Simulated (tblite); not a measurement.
Write Cartesian coordinates for InChI=1S/C8H16Si/c1-8(2,3)7-5-4-6-9-7/h4-5,7H,6,9H2,1-3H3/t7-/m1/s1 as optimised with GFN2-xTB.

```xyz
25
C8H16Si angstrom
C     -1.7804   -0.4459    1.3512
C     -1.1211   -0.0623    0.0247
C     -2.0045   -0.5866   -1.1145
C     -1.0227    1.4589   -0.0840
C      0.2826   -0.6985   -0.0469
C      1.0290   -0.3483   -1.3058
C      2.2502    0.1502   -1.2257
C      2.8615    0.3687    0.1247
Si     1.5299   -0.2452    1.3402
H     -1.2201   -0.0510    2.1945
H     -2.7941   -0.0531    1.3989
H     -1.8293   -1.5279    1.4536
H     -3.0206   -0.2133   -1.0020
H     -2.0390   -1.6743   -1.1073
H     -1.6356   -0.2593   -2.0827
H     -0.4452    1.8700    0.7400
H     -2.0153    1.9045   -0.0636
H     -0.5359    1.7422   -1.0147
H      0.1271   -1.7853   -0.0499
H      0.5558   -0.5397   -2.2581
H      2.8306    0.4046   -2.1025
H      3.8000   -0.1818    0.2016
H      3.1168    1.4217    0.2556
H      1.9381   -1.4319    2.1014
H      1.1315    0.8078    2.2805
```

Orientation and origin are arbitrary. Atoms count from 1 in this order. Si9 (SiH2 silicon) has angles from 94.0° to 117.1°. The 7 C–C bonds span 1.321 Å (C6=C7, drawn double) to 1.543 Å (C2–C5, drawn single), a spread of 0.222 Å. The 5-membered ring C5–C6–C7–C8–Si9 has internal angles of 94.0° to 119.7°; it is planar, 0.01 Å rms from its mean plane, widest ring torsion 1°. Of the pairs four or more bonds apart, Si9···H10 is among the closest relative to their van der Waals radii: 2.89 Å, 87 % of the sum of Bondi's values.

Bonds between heavy atoms (Å): C1–C2 1.530, C2–C3 1.534, C2–C4 1.528, C2–C5 1.543, C5–C6 1.505, C6=C7 1.321, C7–C8 1.498, C8–Si9 1.905, C5–Si9 1.920.

Computed geometry: GFN2-xTB, gas phase.

Point group: C1 (no symmetry element, even within 0.4 Å). Its GFN2-xTB frequencies are all real (lowest 31 cm⁻¹).
